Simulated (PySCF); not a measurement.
WOF3 (doublet state).
Cartesian coordinates in Å at the PBE0-D3(BJ)/def2-SVP level; atoms count from 1:
```xyz
5
F3OW angstrom
W      0.0428   -0.0623    0.0436
O      0.2084   -0.4586    1.6771
F      1.7790    0.3546   -0.4441
F     -0.7915    1.3947   -0.7979
F     -1.1638   -1.3389   -0.5408
```

Computed with PySCF, PBE0-D3(BJ)/def2-SVP geometry optimisation, gas phase, def2 core potentials past Kr.

(1) Which atoms are bound to W1, and at what distances?

(2) List the angles at W1.

(3) Describe the arrangement about W1 in numbers.

(4) What are the rotational constants (commonest isotopes, rigid rotor)?

## Answers

(1) 4 atoms: O2 1.689 Å, F3 1.851 Å, F5 1.851 Å, F4 1.878 Å.

(2) 
| angle | degrees | distance of the outer atoms (Å) |
| --- | --- | --- |
| F3–W1–F5 | 133.1 | 3.40 |
| O2–W1–F4 | 131.2 | 3.25 |
| O2–W1–F3 | 102.5 | 2.76 |
| O2–W1–F5 | 102.0 | 2.75 |
| F3–W1–F4 | 97.1 | 2.80 |
| F4–W1–F5 | 96.0 | 2.77 |

(3) Angles from 96.0° to 133.1°; τ4 = (360° − α − β)/141° = 0.68 with α and β the two widest (0 for a square, 1 for a tetrahedron). The W–F distances aren't all alike: 1.851 to 1.878 Å.

(4) A = 3809, B = 3403, C = 2485 MHz: an asymmetric top.

Point group: Cs (tolerance 0.08 Å). Charge 0, doublet. ⟨S²⟩ = 0.752 (exact for a doublet: 0.75). Whether it is a minimum is left open (no frequencies).

On one thread, Arm Neoverse V1 (aarch64), no GPU, on a shared host, this took 2.4 min of wall time and 0.36 GiB of memory at its peak. This is the geometry optimisation.
